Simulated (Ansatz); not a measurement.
Pulling on the Ge1–Cl3 bond in ClFGeH2 (SMILES [F][GeH2][Cl]) (multiplicity 1 held, fragments rigid). Energies count from the point at 2.151 Å.
Geometry at that point (charge 0, multiplicity 1):
```xyz
5

Ge    -0.48722    -0.28782     0.04176
F     -1.17044     1.31355     0.03434
Cl     1.64415    -0.04137    -0.10759
H     -0.82641    -0.91125     1.39620
H     -0.99928    -0.99708    -1.21243
```

R- and RO- levels are restricted; in cc, def2 and unpolarised 6-31G sets they are followed outwards from rest. Unrestricted levels (U-) break spin symmetry where that is lower. Active spaces are followed from a long bond inwards. Curves can end on different states.

Correlated levels freeze the cores. Filled d and f shells under p-block atoms count as core.

Programs: Ansatz (a quantum-chemistry and plane-wave program). Values without a source in brackets are computed.

Energies in kcal/mol.

| R (Å) | R-MP2/def2-SVP | U-MP2/def2-SVP | SC-NEVPT2 on CASSCF(6,4)/def2-SVP | FIC-MRCISD+Q on CASSCF(6,4)/def2-SVP |
|---|---|---|---|---|
| 1.721 | 74.4 | 74.4 | 74.5 | 75.3 |
| 1.936 | 12.5 | 12.5 | 12.5 | 13.0 |
| 2.151 | 0.0 | 0.0 | 0.0 | 0.0 |
| 2.366 | 8.0 | 8.0 | 4.3 | 7.4 |
| 2.581 | 23.4 | 23.4 | 19.0 | 22.1 |
| 2.904 | 49.1 | 51.6 | 43.2 | 45.8 |
| 3.226 | 72.0 | 79.9 | 63.8 | 65.8 |
| 3.764 | 100.8 | 94.4 | 85.2 | 85.9 |
| 4.302 | 117.7 | 97.6 | 93.4 | 92.7 |
| 4.947 | 125.0 | 98.4 | 95.1 | 94.6 |
| 5.807 | 121.0 | 98.6 | 96.0 | 94.9 |
| 6.882 | 106.7 | 98.6 | 95.9 | 94.9 |

Doubts at one or more of the structures used: a restricted determinant that unrestricted orbitals would lower (R-MP2/def2-SVP); a spin-contaminated determinant (U-MP2/def2-SVP); active orbitals that take no part (SC-NEVPT2 on CASSCF(6,4)/def2-SVP, FIC-MRCISD+Q on CASSCF(6,4)/def2-SVP).
